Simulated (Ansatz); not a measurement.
One change: `N[SiH2][GaH2]` becomes `CN[SiH2][GaH2]`.

Ansatz, PBE0-D4/def2-TZVP geometries, multiplicity 1. Each molecule was computed in one conformer, which needn't be the lowest.

Scalar relativity is left out up to krypton.

```
                                        property  `N[SiH2][GaH2]`
              HOMO energy (PBE0/def2-TZVPP) / eV            -7.12
size of the dipole moment (B3LYP/def2-TZVPP) / D             1.39
  zero-point energy (PBE0-D4/def2-TZVP) / kJ/mol            146.8
              LUMO energy (PBE0/def2-TZVPP) / eV            -1.96
             HOMO energy (B3LYP/def2-TZVPP) / eV            -6.92
         HOMO–LUMO gap (ωB97M-V/def2-TZVPP) / eV             9.00
```

Task: What does the change do to each property? (Best estimate.)

Result: The calculation gave: 
```
                                        property  `CN[SiH2][GaH2]`  shift
              HOMO energy (PBE0/def2-TZVPP) / eV             -6.73   0.39
size of the dipole moment (B3LYP/def2-TZVPP) / D              1.29  -0.10
  zero-point energy (PBE0-D4/def2-TZVP) / kJ/mol             221.7   74.9
              LUMO energy (PBE0/def2-TZVPP) / eV             -1.97  -0.01
             HOMO energy (B3LYP/def2-TZVPP) / eV             -6.52   0.40
         HOMO–LUMO gap (ωB97M-V/def2-TZVPP) / eV              8.75  -0.25
```

The zero-point energy changes by 74.9 kJ/mol with +9 modes. Dipoles are sizes alone; their direction can turn.

B3LYP here is the variant with VWN-RPA as its local correlation; programs differ in this.
